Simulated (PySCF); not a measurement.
# What a mistake does to a calculation on AlB2H3N

Calculated results; nothing here was measured. They come from PySCF 2.14.0, an open-source quantum chemistry program, on an isolated molecule that a program drew, which may never have been made. The molecule is AlB2H3N (charge 0, doublet), drawn as the SMILES string `BN=[B][AlH]`.

Each row is a Hartree-Fock (HF) and frozen-core CCSD(T) single point in the cc-pV(D+d)Z basis, meant for a local HF minimum. Run 1 is clean. Each other run has one planted mistake out of seven kinds, and not every kind appears here: one electron removed, one electron added, multiplicity raised by two, geometry at a saddle point, minimal basis STO-3G, one bond length entered in bohr, all coordinates scaled. The reference is restricted for singlets and unrestricted otherwise, and also for a bond in bohr. Adding or removing an electron swaps singlet and doublet. Electrons count all cores. HOMO and LUMO are orbital energies over both spins, the gradient is its largest component, and the lowest frequency (negative if imaginary) is given only where the gradient is small. Bond lengths are over the 6 bonds as drawn. T1 is the CCSD diagnostic: over 0.02 (restricted) or 0.045 (unrestricted) a single reference is doubtful.

Geometry of the clean run:
```xyz
7
AlB2H3N, angstrom
B     0.0419   -0.1055    0.0982
N    -0.6384    1.0991    0.3382
B    -1.2359    2.1768    0.5519
Al   -2.3486    3.9532    0.9247
H     0.5053   -0.7302    1.0160
H     0.1626   -0.5173   -1.0257
H    -1.5786    5.3375    0.9402
```

```
run  electrons  basis functions  <S^2>  HOMO (eV)  LUMO (eV)  gradient (hartree/bohr)  lowest frequency (cm^-1)  mean bond (Å)  longest bond (Å)      T1  HF (hartree)  CCSD(T) (hartree)                          mistake
  1         33               80  0.757      -8.60      -0.01                  1.8e-05                       116         1.4623             2.129  0.0184    -347.48792         -347.89954                         no fault
  2         32               80  0.000     -14.49      -7.17                  4.7e-02                         -         1.4623             2.129  0.0215    -347.19758         -347.61054             one electron removed
  3         34               80  0.000      -0.94       5.43                  5.4e-02                         -         1.4623             2.129  0.0235    -347.49260         -347.93793               one electron added
  4         33               27  0.760      -5.14       6.51                  3.4e-02                         -         1.4623             2.129  0.0195    -343.21657         -343.42412             minimal basis STO-3G
  5         33               80  1.563      -8.09       0.43                  3.3e-02                         -         1.6706             2.653  0.0785    -347.27203         -347.69295  one bond length entered in bohr
  6         33               80  0.755      -8.55      -0.16                  3.7e-05                      -166         1.4645             2.139  0.0175    -347.48612         -347.89700                                ?
```

**Which mistake was planted in run 6, and what did it cost?**

The gradient is small, so the point is stationary, but the lowest frequency is imaginary (-166 cm^-1). So the mistake is: geometry at a saddle point. Subtracting run 1 and multiplying by 627.51 kcal/mol a hartree, the energy moved by 1.1 kcal/mol in HF and 1.6 kcal/mol in CCSD(T).

Cautions from the logs. Run 2: T1 is over the limit, so its CCSD(T) energy is less reliable; run 3: T1 is over the limit, so its CCSD(T) energy is less reliable; run 5: T1 is over the limit, so its CCSD(T) energy is less reliable.
